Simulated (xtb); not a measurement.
CdH2, SMILES [CdH2]. All values are semi-empirical tight-binding results from xtb (GFN2-xTB unless named), good for trends rather than for accurate numbers. Coordinates come from a GFN2-xTB optimisation.

Optimised geometry:

Bonded distances (Å): Cd1–H2 1.656, Cd1–H3 1.656. Bond angles (°): H2–Cd1–H3 180.0.
Charge 0, spin multiplicity 1.

For metal compounds this method's bond lengths and energies can be far off.

Computed properties:
```json
{
  "point_group_as_xtb_finds_it": "D∞h",
  "orbital_gap": "7.78 eV",
  "zero_point_energy": "4.8 kcal/mol",
  "G − E(el) at 298.15 K (modified RRHO)": "-8.1 kcal/mol"
}
```

**Question.** Give the atomic charges. (Estimate from the structure and the level; the computed values follow.)

**Answer.** charges (e) Cd1 0.34, H2 -0.17, H3 -0.17.
